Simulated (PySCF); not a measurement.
Computed with delta-SCF UKS SCAN, pcX-2 on the ionised atom, pcseg-1 elsewhere, spin-free X2C (PySCF 2.14.0). Geometries: PBE0-D3(BJ)/def2-SVP; isolated species, one conformer each. Values against the vacuum level.

Problem. Rank by computed C 1s binding energy, lowest first.
A. C1 in `[CH3:1][C:2]#[C:3][C@@H:4]1[CH2:5][Si@@H:6]1[N:7]([CH3:8])[CH3:9]`
B. C7 in `[CH3:1][C:2](=[O:3])[CH2:4][P:5]1[CH2:6][CH:7]=[CH:8][CH2:9]1`
C. C1 in `[CH:1]#[C:2][CH2:3][C:4]([CH3:5])([CH3:6])[SiH2:7][N:8]=[CH2:9]`
D. C3 in `[CH3:1][C:2]#[C:3][C@@H:4]1[CH2:5][Si@H:6]1[N:7]([CH3:8])[CH3:9]`
E. C4 in `[CH2:1]=[C:2]([CH3:3])/[CH:4]=[N:5]/[SiH2:6][C:7](=[CH2:8])[CH3:9]`

Solution. D (289.40 eV), C (289.85 eV), B (290.27 eV), A (291.20 eV), E (291.66 eV).

From the lowest up, the atoms are bonded to: C (triple bond) and C (289.40); C (triple bond) and H (289.85); C (double bond), C and H (290.27); C and 3 H (291.20); N (double bond), C and H (291.66).

1 of these hole states is spin-contaminated (⟨S²⟩ 0.91, against 0.75; counted from 0.85) and less certain.
